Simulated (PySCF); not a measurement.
**Computed properties of Ge(OH)3(OMe) (CH6GeO4), SMILES [OH][Ge]([O]C)([OH])[OH]**

Ge(OH)3(OMe) (CH6GeO4), SMILES C[O][Ge]([OH])([OH])[OH]. The structure is a stationary point at B3LYP-D3(BJ)/def2-SVP. The values are those of a single conformer. All values are computed for the isolated molecule unless a solvent is named; none is compared with measurement here.

**Structure.** All 30 harmonic modes at B3LYP-D3(BJ)/def2-SVP (PySCF) are real, so it is a minimum. With heavy atoms numbered as in [CH3:1][O:2][Ge:3]([OH:4])([OH:5])[OH:6], the shortest bond between them is C1–O2 at 1.418 Å and the longest Ge3–O4 at 1.766 Å.

**Vibrations.** The strongest infrared lines (harmonic, unscaled, degenerate partners summed) lie at 1114 cm⁻¹ (210 km/mol, O 52 %, C 41 %), 919 cm⁻¹ (186 km/mol, H 87 %, O 9 %), 316 cm⁻¹ (183 km/mol, O 47 %, H 46 %). The softest mode is at 59 cm⁻¹ and the zero-point energy is 52.1 kcal/mol.

**Electronic structure.** PBE0/def2-TZVP (PySCF) places the frontier levels at -8.28 and -0.24 eV, a gap of 8.04 eV, and gives a dipole moment of 0.52 D and a mean polarisability of 52.2 bohr³. PBE/def2-TZVP (PySCF) at the same geometry gives -6.63 and -1.25 eV, so its gap is 2.66 eV narrower. An orbital gap is neither the optical nor the fundamental gap.

**Excitations.** TDA-M06-2X/def2-SVPD (PySCF) has S1 at 7.25 eV (171 nm, f = 0.007, weak); the most intense of the 10 singlets computed lies at 8.44 eV (f = 0.10). T1 (TDA) is at 6.94 eV, 0.31 eV under S1. TDA-PBE/def2-SVPD (PySCF) puts S1 at 5.30 eV. No vertical singlet excitation falls in the visible range (under 3.1 eV).

**NMR.** GIAO shifts at B3LYP/pcSseg-1 (PySCF) (non-relativistic, atoms alike by connectivity averaged): ¹³C at 58.4 ppm against TMS; ¹H from 1.8 to 4.2 ppm against TMS.
